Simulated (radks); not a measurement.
Problem. The mean radii <r> (bohr) of the occupied orbitals of an atom or ion are listed with their occupations. All-electron calculation, non-relativistic Kohn-Sham, LB94 model potential, spin-polarised, spherical densities, point nucleus. Program: a radial shooting solver on a logarithmic mesh with Libxc functionals.

| orbital | occ. | <r> |
|---|---|---|
| 1s down | 1 | 0.06995 |
| 1s up | 1 | 0.06997 |
| 2s up | 1 | 0.3250 |
| 2s down | 1 | 0.3260 |
| 2p up | 3 | 0.2875 |
| 2p down | 3 | 0.2886 |
| 3s up | 1 | 0.9253 |
| 3s down | 1 | 0.9186 |
| 3p up | 3 | 0.9433 |

Name the element and its charge. Open shells, if any, are filled with parallel spins first.

Solution. Z = 22, titanium, charge +7: Ti7+ in [Ne] 3s2 3p3. The 1s radius gives Z: for a bare nucleus <r> = 1.5/Z, 0.06818 bohr for Z = 22, and screening makes it slightly larger (0.06995 here). The occupations add up to 15, and the charge is Z minus that.
